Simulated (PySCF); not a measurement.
C4H7FSi, SMILES F[C@@H]1CC=C1[SiH3].

Coordinates come from a TPSSh-D3(BJ)/def2-SVP optimisation. The structure was generated by enumeration; whether it is a known compound was not checked.

Level of theory: PySCF 2.14.0 with TDDFT-PBE0/def2-SVPD.

Vertical excitations. The molecule is in vacuum.

**Question.** Give excitation energies, oscillator strengths and character. (An estimate is asked for; the answer gives what the named calculation found.)

**Answer.** 
| state | energy (eV) | λ (nm) | f | main pairs |
|---|---|---|---|---|
| S1 | 6.21 | 200 | 0.043 | HOMO−1→LUMO 72 %, HOMO→LUMO 27 % |
| S2 | 6.56 | 189 | 0.206 | HOMO→LUMO 62 %, HOMO−1→LUMO 24 %, HOMO−2→LUMO 10 % |
| S3 | 6.88 | 180 | 0.065 | HOMO−2→LUMO 87 % |
| S4 | 7.18 | 173 | 0.009 | HOMO→LUMO+1 91 % |
| S5 | 7.46 | 166 | 0.027 | HOMO→LUMO+2 74 %, HOMO−3→LUMO 16 % |
| S6 | 7.50 | 165 | 0.010 | HOMO−3→LUMO 70 %, HOMO→LUMO+2 15 % |
| S7 | 7.77 | 160 | 0.011 | HOMO→LUMO+4 51 %, HOMO→LUMO+3 43 % |
| S8 | 7.85 | 158 | 0.036 | HOMO→LUMO+4 48 %, HOMO→LUMO+3 47 % |
| S9 | 8.09 | 153 | 0.002 | HOMO−4→LUMO 61 %, HOMO→LUMO+5 18 %, HOMO−1→LUMO+1 13 % |
| S10 | 8.18 | 152 | 0.012 | HOMO→LUMO+5 67 %, HOMO−5→LUMO 15 % |
| T1 | 3.95 | 314 | 0 | HOMO→LUMO 94 % |
| T2 | 5.82 | 213 | 0 | HOMO−1→LUMO 94 % |
| T3 | 6.53 | 190 | 0 | HOMO−2→LUMO 90 % |
| T4 | 7.04 | 176 | 0 | HOMO→LUMO+1 83 % |
Triplets are in the Tamm–Dancoff approximation, which puts them higher than full response would, so one can lie above its singlet here.
